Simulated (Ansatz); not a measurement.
Geometry optimisation, Ansatz, RKS PBE0-D4/def2-SVP.

input.yaml

```yaml
crystal:
  periodic: [false, false, false]
  atoms:
    - { symbol: C, position_ang: [-2.2207, -0.3158, 0.3637] }
    - { symbol: Te, position_ang: [-1.1413, -0.7101, -1.4177] }
    - { symbol: C, position_ang: [0.6477, -0.9261, -0.2949] }
    - { symbol: C, position_ang: [1.3509, 0.4336, 0.1014] }
    - { symbol: S, position_ang: [1.9229, 1.2861, -1.3763] }
    - { symbol: H, position_ang: [-3.3434, -0.1709, 0.0863] }
    - { symbol: H, position_ang: [-1.8986, 0.6893, 0.7959] }
    - { symbol: H, position_ang: [-2.0972, -1.0706, 1.0838] }
    - { symbol: H, position_ang: [1.4184, -1.4916, -0.8366] }
    - { symbol: H, position_ang: [0.4518, -1.5035, 0.6625] }
    - { symbol: H, position_ang: [0.5005, 1.0521, 0.6246] }
    - { symbol: H, position_ang: [2.1338, 0.2689, 0.8327] }
    - { symbol: H, position_ang: [2.2959, 2.4239, -0.6107] }
basis:
  gaussian: { orbitals: def2-SVP }
hamiltonian:
  xc: pbe0
  dispersion: d4
relax:
  f_tol: 0.015
  max_steps: 40
output:
  orbitals: {}
```

Run as:

```bash
$ ansatz run input.yaml --threads 2 --pin off --max-ram 3072MiB --backend cpu --events-out ev --progress --plain --runs-dir out
```

Where does it end, and by what steps?

It converged. After 21 steps the energy has fallen by 0.540 eV; S5 moved furthest, 0.92 Å.

```json
{"step": "0", "energy less start (eV)": "0.0000", "largest force component (eV/Å)": "3.507", "accepted": "yes"}
{"step": "1", "energy less start (eV)": "-0.4165", "largest force component (eV/Å)": "0.852", "accepted": "yes"}
{"step": "2", "energy less start (eV)": "-0.4602", "largest force component (eV/Å)": "0.499", "accepted": "yes"}
{"step": "3", "energy less start (eV)": "-0.4860", "largest force component (eV/Å)": "0.265", "accepted": "yes"}
{"step": "4", "energy less start (eV)": "-0.5014", "largest force component (eV/Å)": "0.117", "accepted": "yes"}
{"step": "5", "energy less start (eV)": "-0.5079", "largest force component (eV/Å)": "0.136", "accepted": "yes"}
{"step": "6", "energy less start (eV)": "-0.5096", "largest force component (eV/Å)": "0.328", "accepted": "yes"}
{"step": "7", "energy less start (eV)": "-0.5107", "largest force component (eV/Å)": "0.321", "accepted": "yes"}
{"step": "8", "energy less start (eV)": "-0.5095", "largest force component (eV/Å)": "0.483", "accepted": "no"}
{"step": "9", "energy less start (eV)": "-0.5180", "largest force component (eV/Å)": "0.035", "accepted": "yes"}
{"step": "10", "energy less start (eV)": "-0.5193", "largest force component (eV/Å)": "0.089", "accepted": "yes"}
{"step": "11", "energy less start (eV)": "-0.5212", "largest force component (eV/Å)": "0.116", "accepted": "yes"}
{"step": "12", "energy less start (eV)": "-0.5232", "largest force component (eV/Å)": "0.175", "accepted": "yes"}
{"step": "13", "energy less start (eV)": "-0.5243", "largest force component (eV/Å)": "0.306", "accepted": "yes"}
{"step": "14", "energy less start (eV)": "-0.5217", "largest force component (eV/Å)": "0.443", "accepted": "no"}
{"step": "15", "energy less start (eV)": "-0.5308", "largest force component (eV/Å)": "0.162", "accepted": "yes"}
{"step": "16", "energy less start (eV)": "-0.5344", "largest force component (eV/Å)": "0.067", "accepted": "yes"}
{"step": "17", "energy less start (eV)": "-0.5375", "largest force component (eV/Å)": "0.141", "accepted": "yes"}
{"step": "18", "energy less start (eV)": "-0.5388", "largest force component (eV/Å)": "0.134", "accepted": "yes"}
{"step": "19", "energy less start (eV)": "-0.5402", "largest force component (eV/Å)": "0.066", "accepted": "yes"}
{"step": "20", "energy less start (eV)": "-0.5404", "largest force component (eV/Å)": "0.024", "accepted": "yes"}
{"step": "21", "energy less start (eV)": "-0.5405", "largest force component (eV/Å)": "0.010", "accepted": "yes"}
```

```xyz
13
Properties=species:S:1:pos:R:3
C -2.106 0.007 0.228
Te -1.119 -1.259 -1.203
C 0.834 -1.124 -0.262
C 1.213 0.256 0.232
S 1.075 1.501 -1.097
H -3.167 0.039 -0.055
H -1.679 1.017 0.163
H -2.014 -0.405 1.241
H 1.533 -1.471 -1.037
H 0.858 -1.840 0.572
H 0.574 0.551 1.079
H 2.254 0.233 0.594
H 1.765 2.461 -0.439
```

Whether the end is a true minimum wasn't checked by a vibrational analysis.

Run time: 85 s on 2 threads of Intel(R) Xeon(R) Platinum 8488C (Sapphire Rapids) (shared host), peak memory 0.36 GiB.
